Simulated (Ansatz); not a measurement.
Frontier orbitals of H₃InO, SMILES `[OH][InH2]`.

```xyz
5

O     1.065    0.156    0.891
In   -0.357    0.119   -0.503
H     0.950   -0.512    1.571
H    -1.554   -1.087   -0.276
H    -0.105    1.323   -1.683
```

The species carries charge 0 and has multiplicity 1. Correlated methods include outer-core shells of In, which these sets cover unevenly. In: def2 effective core potential. The structure was optimised at the PBE0-D4/def2-TZVP level. Basis def2-TZVPP, Ansatz.

Orbital energies of one run (eV). Highest occupied ones, from the top: -7.11, -7.23, -7.90, -10.01, -11.75, -19.41, -19.55, -19.65, -19.66, -19.85, -25.64, -83.39, -83.40, -83.71. Empty: -2.20, -1.08, -0.17, 1.13, 1.95, 2.07.

Q: Which functional gave them?
A. PBE0
B. ωB97X-V
C. B97M-V
D. PBE

A: C. HOMO energies: B97M-V -7.11, PBE0 -8.23, ωB97X-V -10.62, PBE -6.73 eV.
